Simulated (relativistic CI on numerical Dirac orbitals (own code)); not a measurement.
## Forbidden lines of Os⁴¹⁺

Calculated at this level of theory: Dirac-Coulomb-Breit CI, separate exchange-only KLI orbitals for each configuration, QED by a radiative potential, unscaled Slater integrals (own radial code, finite nucleus).

Configuration list (outside the closed core [Ar] 3d10): 4s2.4p5, 4s.4p6, 4s2.4p4.4d, 4s.4p5.4d, 4s2.4p4.4f, 4s.4p5.4f, 4p6.4d, 4s.4p4.4d2, 4s2.4p3.4d.4f, 4p6.4f, 4p5.4d.4f, 4p5.4d2, 4p4.4d3, 4p4.4d2.4f. Double excitations out of closed p, d and f shells are left out; levels of such configurations are missing from the list, as are those of other unlisted configurations, and high levels can miss mixing partners.

```tsv
λ vac (nm)	Lower	Upper	Type	A (s⁻¹)	E lower (10³ cm⁻¹)	E upper (10³ cm⁻¹)
3.1252	4s2.4p4.4d 4D_5/2 [4]	4s2.4p3.4d.4f 2G_9/2 [124]	E2	2.49e+08	1267.6	4467.3
3.1407	4s2.4p4.4d 2F_7/2 [6]	4s.4p4.4d2 4G_11/2 [127]	E2	2.87e+08	1289.8	4473.8
3.4050	4s2.4p4.4d 4F_9/2 [10]	4s2.4p3.4d.4f 4I_13/2 [107]	E2	1.21e+07	1449.5	4386.3
6.9590	4s2.4p5 2P°_3/2 [1]	4s2.4p4.4d 2F_7/2 [8]	M2	1.19e+04	0.0	1437.0
7.0517	4s2.4p4.4f 4G°_11/2 [39]	4s2.4p3.4d.4f 4I_15/2 [141]	M2	6.55e+03	3109.3	4527.4
10.517	4s2.4p4.4d 2F_7/2 [8]	4s2.4p4.4d 2F_7/2 [27]	M1	1.29e+06	1437.0	2387.8
10.658	4s2.4p4.4d 4F_9/2 [10]	4s2.4p4.4d 2F_7/2 [27]	E2	1.51e+05	1449.5	2387.8
10.658	4s2.4p4.4d 4F_9/2 [10]	4s2.4p4.4d 2F_7/2 [27]	M1	4.08e+06	1449.5	2387.8
11.152	4s2.4p4.4d 2F_7/2 [8]	4s2.4p4.4d 2G_9/2 [25]	E2	1.65e+05	1437.0	2333.7
11.152	4s2.4p4.4d 2F_7/2 [8]	4s2.4p4.4d 2G_9/2 [25]	M1	1.09e+06	1437.0	2333.7
11.267	4s2.4p4.4d 4D_5/2 [4]	4s2.4p4.4d 2G_7/2 [18]	E2	1.37e+05	1267.6	2155.1
11.267	4s2.4p4.4d 4D_5/2 [4]	4s2.4p4.4d 2G_7/2 [18]	M1	7.68e+05	1267.6	2155.1
11.310	4s2.4p4.4d 4F_9/2 [10]	4s2.4p4.4d 2G_9/2 [25]	E2	2.37e+05	1449.5	2333.7
11.310	4s2.4p4.4d 4F_9/2 [10]	4s2.4p4.4d 2G_9/2 [25]	M1	4.71e+06	1449.5	2333.7
11.557	4s2.4p5 2P°_3/2 [1]	4s2.4p5 2P°_1/2 [2]	E2	5.92e+05	0.0	865.3
11.557	4s2.4p5 2P°_3/2 [1]	4s2.4p5 2P°_1/2 [2]	M1	1.13e+07	0.0	865.3
11.557	4s2.4p4.4d 2F_7/2 [6]	4s2.4p4.4d 2G_7/2 [18]	E2	2.44e+05	1289.8	2155.1
11.557	4s2.4p4.4d 2F_7/2 [6]	4s2.4p4.4d 2G_7/2 [18]	M1	4.71e+06	1289.8	2155.1
11.893	4s2.4p4.4d 2F_7/2 [8]	4s2.4p4.4d 4D_7/2 [19]	M1	3.29e+06	1437.0	2277.8
12.069	4s2.4p4.4d 2D_5/2 [11]	4s2.4p4.4d 2F_7/2 [27]	E2	1.90e+05	1559.3	2387.8
12.069	4s2.4p4.4d 2D_5/2 [11]	4s2.4p4.4d 2F_7/2 [27]	M1	1.15e+06	1559.3	2387.8
12.073	4s2.4p4.4d 4F_9/2 [10]	4s2.4p4.4d 4D_7/2 [19]	M1	4.49e+06	1449.5	2277.8
13.206	4s2.4p4.4d 2D_5/2 [13]	4s2.4p4.4d 2F_7/2 [27]	M1	2.91e+05	1630.6	2387.8
13.917	4s2.4p4.4d 2D_5/2 [11]	4s2.4p4.4d 4D_7/2 [19]	M1	6.41e+05	1559.3	2277.8
15.450	4s2.4p4.4d 2D_5/2 [13]	4s2.4p4.4d 4D_7/2 [19]	M1	2.43e+06	1630.6	2277.8
59.019	4s2.4p4.4d 4D_5/2 [4]	4s2.4p4.4d 2F_7/2 [8]	M1	3.99e+04	1267.6	1437.0
62.623	4s2.4p4.4d 2F_7/2 [6]	4s2.4p4.4d 4F_9/2 [10]	M1	4.72e+04	1289.8	1449.5
67.957	4s2.4p4.4d 2F_7/2 [6]	4s2.4p4.4d 2F_7/2 [8]	M1	1.27e+04	1289.8	1437.0
70.883	4s2.4p3.4d.4f 4I_13/2 [107]	4s2.4p3.4d.4f 4I_15/2 [141]	M1	3.22e+04	4386.3	4527.4
103.78	4s.4p4.4d2 6G_13/2 [118]	4s2.4p3.4d.4f 4I_15/2 [141]	M1	1.11e+04	4431.1	4527.4
```

Terms are leading LS components. Brackets give the number of a level in order of energy, since labels repeat. The list gives strong lines, with weight on those to low levels, among the lowest 200 of 2245 levels, so that lines to higher ones, which can be the strongest, are missing. Levels whose partners in the same complex of configurations lie outside the list can be far off, and so can their lines. Rates are taken at the computed energies, electric ones in the length gauge.

At this charge energies of transitions that change n are usually good to better than 1 %, and those within a shell (Δn = 0) to a few per cent.

LS names give the leading component of a level, which can be under half, so a name can repeat, a term be missing and a line seem to break the LS rules.
